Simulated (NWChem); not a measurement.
Species: CH₅ClGeO; SMILES C[O][GeH2][Cl]

```xyz
9

Ge     0.6861    -0.0216     0.0508
Cl    -0.7054    -1.7120    -0.0549
O     -0.1256     1.4623    -0.5066
C     -1.2212     1.9786     0.2453
H      1.8223    -0.2735    -0.9501
H      1.0884     0.1012     1.5380
H     -2.0965     1.3197     0.1843
H     -0.9614     2.1279     1.3034
H     -1.4820     2.9491    -0.1875
```
Atoms are numbered in this order, from 1.

Computed with NWChem. Pople sets run with spherical d functions. Geometry: optimised at B3LYP/6-31G* (spherical d).

Question: Taking Hartree-Fock/6-311G** as the yardstick, which of these has the fewest basis functions while keeping “dipole (D)” within 0.2 D of it: Hartree-Fock/6-31G*; Hartree-Fock/STO-3G; Hartree-Fock/3-21G?

Answer: Hartree-Fock/6-31G*.
```json
[
 {"level": "Hartree-Fock/STO-3G", "basis functions": "42", "dipole (D)": "2.79", "relative time (rough)": "1"},
 {"level": "Hartree-Fock/3-21G", "basis functions": "63", "dipole (D)": "2.96", "relative time (rough)": "1"},
 {"level": "Hartree-Fock/6-31G*", "basis functions": "88", "dipole (D)": "2.26", "relative time (rough)": "5"},
 {"level": "Hartree-Fock/6-311G**", "basis functions": "136", "dipole (D)": "2.21", "relative time (rough)": "8"}
]
```

The yardstick is one finite set, not the basis-set limit.
